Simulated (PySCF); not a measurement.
Si(Cl)2(F)(GeH3) (Cl2FGeH3Si), SMILES F[Si](Cl)(Cl)[GeH3]. Atoms are numbered in the order given.

```xyz
8

F      0.8474    -1.8874     0.0000
Si     0.5362    -0.2992     0.0000
Cl     1.4230     0.4960    -1.6642
Cl     1.4230     0.4960     1.6642
Ge    -1.7729     0.1148     0.0000
H     -2.4009    -0.4979    -1.2568
H     -2.4009    -0.4979     1.2568
H     -1.9792     1.6336     0.0000
```

The structure is a stationary point at ωB97X-D3(BJ)/def2-SVP.

Computed with ωB97X-D3(BJ)/def2-SVP (PySCF 2.14.0).

Frequencies are harmonic and unscaled.

```json
[
 {"mode": "1", "ν (cm⁻¹)": "91", "IR (km/mol)": "0.7", "Raman (Å⁴/amu)": "1.0", "depolarisation": "0.75", "moving atoms (share of kinetic energy)": "Cl 61 %, Ge 16 %, H 10 %, Si 9 %"},
 {"mode": "2", "ν (cm⁻¹)": "100", "IR (km/mol)": "0.0", "Raman (Å⁴/amu)": "0.0", "depolarisation": "–", "moving atoms (share of kinetic energy)": "H 94 %"},
 {"mode": "3", "ν (cm⁻¹)": "111", "IR (km/mol)": "1.0", "Raman (Å⁴/amu)": "0.9", "depolarisation": "0.63", "moving atoms (share of kinetic energy)": "Cl 41 %, F 30 %, Ge 15 %, Si 9 %"},
 {"mode": "4", "ν (cm⁻¹)": "185", "IR (km/mol)": "7.0", "Raman (Å⁴/amu)": "2.1", "depolarisation": "0.75", "moving atoms (share of kinetic energy)": "Cl 63 %, Si 19 %, F 12 %"},
 {"mode": "5", "ν (cm⁻¹)": "205", "IR (km/mol)": "19.8", "Raman (Å⁴/amu)": "3.5", "depolarisation": "0.33", "moving atoms (share of kinetic energy)": "F 44 %, Ge 36 %, Cl 18 %"},
 {"mode": "6", "ν (cm⁻¹)": "246", "IR (km/mol)": "11.9", "Raman (Å⁴/amu)": "1.2", "depolarisation": "0.75", "moving atoms (share of kinetic energy)": "F 59 %, Cl 32 %"},
 {"mode": "7", "ν (cm⁻¹)": "379", "IR (km/mol)": "4.3", "Raman (Å⁴/amu)": "9.0", "depolarisation": "0.02", "moving atoms (share of kinetic energy)": "Cl 44 %, Si 26 %, F 19 %, Ge 11 %"},
 {"mode": "8", "ν (cm⁻¹)": "487", "IR (km/mol)": "27.9", "Raman (Å⁴/amu)": "7.8", "depolarisation": "0.75", "moving atoms (share of kinetic energy)": "H 86 %"},
 {"mode": "9", "ν (cm⁻¹)": "490", "IR (km/mol)": "19.1", "Raman (Å⁴/amu)": "6.1", "depolarisation": "0.74", "moving atoms (share of kinetic energy)": "H 86 %"},
 {"mode": "10", "ν (cm⁻¹)": "598", "IR (km/mol)": "177.2", "Raman (Å⁴/amu)": "1.4", "depolarisation": "0.60", "moving atoms (share of kinetic energy)": "Si 67 %, Cl 25 %"},
 {"mode": "11", "ν (cm⁻¹)": "636", "IR (km/mol)": "159.8", "Raman (Å⁴/amu)": "1.4", "depolarisation": "0.75", "moving atoms (share of kinetic energy)": "Si 66 %, Cl 29 %"},
 {"mode": "12", "ν (cm⁻¹)": "818", "IR (km/mol)": "156.8", "Raman (Å⁴/amu)": "9.6", "depolarisation": "0.57", "moving atoms (share of kinetic energy)": "H 95 %"},
 {"mode": "13", "ν (cm⁻¹)": "894", "IR (km/mol)": "6.9", "Raman (Å⁴/amu)": "25.1", "depolarisation": "0.75", "moving atoms (share of kinetic energy)": "H 89 %"},
 {"mode": "14", "ν (cm⁻¹)": "898", "IR (km/mol)": "42.5", "Raman (Å⁴/amu)": "24.7", "depolarisation": "0.75", "moving atoms (share of kinetic energy)": "H 99 %"},
 {"mode": "15", "ν (cm⁻¹)": "925", "IR (km/mol)": "140.1", "Raman (Å⁴/amu)": "3.4", "depolarisation": "0.53", "moving atoms (share of kinetic energy)": "F 49 %, Si 40 %, H 10 %"},
 {"mode": "16", "ν (cm⁻¹)": "2204", "IR (km/mol)": "52.2", "Raman (Å⁴/amu)": "276.7", "depolarisation": "0.01", "moving atoms (share of kinetic energy)": "H 100 %"},
 {"mode": "17", "ν (cm⁻¹)": "2209", "IR (km/mol)": "98.9", "Raman (Å⁴/amu)": "125.4", "depolarisation": "0.75", "moving atoms (share of kinetic energy)": "H 98 %"},
 {"mode": "18", "ν (cm⁻¹)": "2209", "IR (km/mol)": "94.4", "Raman (Å⁴/amu)": "104.3", "depolarisation": "0.75", "moving atoms (share of kinetic energy)": "H 98 %"}
]
```
